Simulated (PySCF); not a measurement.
Coordinates in bohr (charge 0 multiplicity 3):
```
W     0.0000    0.0000   -0.2637
O     2.6829    0.0000    1.5136
O    -2.6829    0.0000    1.5136
```

Method: PySCF, UPBE0, basis W def2-TZVP with ECP60, O def2-TZVP (scalar-relativistic core potentials, no spin–orbit coupling, density fitting).

This geometry of WO₂ is a stationary point at this level.

What is the point group?

C2v.

Is it a minimum?

Yes: all harmonic wavenumbers are real.

List the harmonic modes with their infrared intensities.


```
symmetry  ω (cm⁻¹)  IR (km/mol)     type
      a1       321          2.3     bend
      b2       975          213  stretch
      a1      1047         68.2  stretch
```

What is the atomisation energy, with and without zero-point energy?

1312 kJ/mol without, 1298 kJ/mol with.

In C2v the vibrations span 2a1 + b2. Here b1 is antisymmetric to the molecular plane and b2 lies in it.

Only a few start shapes were tried, so a lower isomer may exist. Open d and f shells are described by one determinant, and the ground state may have another occupation or spin. No spin–orbit coupling is included, which matters more the heavier the element.
